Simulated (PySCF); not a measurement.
# Dipole response of C²⁺ (carbon, charge +2)

[He] 2s2, closed-shell 1S. Computed with PySCF 2.14 in aug-cc-pVTZ (5s4p3d2f, 46 functions), with no relativity, point nucleus. Coupled (time-dependent) response in atomic units; α is the mean over directions.

```tsv
method	mean α (bohr³)	C₆ (like pair)	S(−4)
UHF	4.490	7.068	22.95
PBE	4.215	6.495	19.95
PBE0	4.271	6.610	20.52
M06-L	3.995	6.275	16.15
wB97M-V	4.264	6.544	20.73
```

S(−4) is the Cauchy moment in α(ω) = α(0) + S(−4) ω² + …

α(iu) at M06-L:

```
u (hartree)  α(iu) (bohr³)
          0          3.995
     0.0500          3.955
      0.100          3.840
      0.200          3.444
      0.300          2.948
      0.500          2.047
      0.750          1.321
       1.00         0.9099
       1.50         0.5093
       2.00         0.3289
       3.00         0.1724
       5.00        0.07334
```

A single London oscillator, α(iu) = α/(1 + u²/ω²), gives C₆ = (3/4) ω α². Matching the computed C₆ needs ω = 4 × 6.275 / (3 × 3.995²) = 0.524 hartree.

For an ion, C₆ is the dispersion term alone; charge-induced terms of lower order in 1/R come first.
